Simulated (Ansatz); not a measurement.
Program: Ansatz. Geometries: PBE0-D4/def2-TZVP. ΔE: electronic, gas phase. CCSD(T)/CBS is the MP2 limit (def2-TZVPP, def2-QZVPP) plus CCSD(T) − MP2 in def2-TZVPP, frozen cores. This one scheme is used for every species. Functionals use def2-TZVPP. B3LYP here is the variant with VWN-RPA as its local correlation; programs differ in this. HSE06 is defined as in plane-wave codes. One conformer a species, not always the lowest.

`O[SiH2]O[SiH2]F` + H₂ → `F[SiH2]O[SiH3]` + H₂O  (hydrogenolysis of the Si–O bond)

`O[SiH2]O[SiH2]F`:

Z-matrix (Å, degrees):
```
Si
O 1 1.636
O 1 1.635 2 111.3
H 1 1.482 2 106.5 3 -121.1
H 1 1.478 2 109.7 3 116.4
Si 2 1.618 1 148.5 3 -105.6
H 3 0.958 1 118.5 2 -72.4
F 6 1.593 2 109.0 1 -99.2
H 6 1.477 2 109.1 1 143.7
H 6 1.480 2 110.7 1 18.6
```

H₂:

```xyz
2

H     0.293   -0.163    0.164
H    -0.293    0.163   -0.164
```

`F[SiH2]O[SiH3]`:

Z-matrix (Å, degrees):
```
Si
O 1 1.616
F 1 1.594 2 109.6
H 1 1.480 2 110.5 3 117.7
H 1 1.476 2 108.7 3 -117.5
Si 2 1.641 1 148.9 3 -67.9
H 6 1.483 2 109.6 1 90.2
H 6 1.486 2 109.9 1 -30.3
H 6 1.482 2 108.1 1 -150.1
```

H₂O:

```xyz
3

O    -0.039   -0.299    0.246
H     0.295    0.578    0.443
H    -0.256   -0.279   -0.688
```

| level | ΔE (kJ/mol) |
| --- | --- |
| LDA (SPW92) | 91.0 |
| B3LYP | 87.3 |
| HSE06 | 83.2 |
| LC-ωPBE | 85.8 |

Problem. What does CCSD(T)/CBS give? (Best estimate.)

Solution. The calculation gave: +90.3 kJ/mol. The listed levels differ from it by 0.7, -3.0, -7.1, -4.5 kJ/mol.

Largest T1 diagnostic among the species: 0.012.

The D4 term adds +4.4 kJ/mol with B3LYP and +2.4 kJ/mol with PBE0; it sums over pairs of atoms, weighted by their polarisabilities, and B3LYP, whose exchange is more repulsive, gets the larger term. Leaving LDA and LC-ωPBE aside and taking each functional with its dispersion term where it has one, the values, not all of them listed here, spread over 11.3 kJ/mol, from HSE06-D4 to r2SCAN-D4. LDA lies +7.3 kJ/mol from PBE without D4.
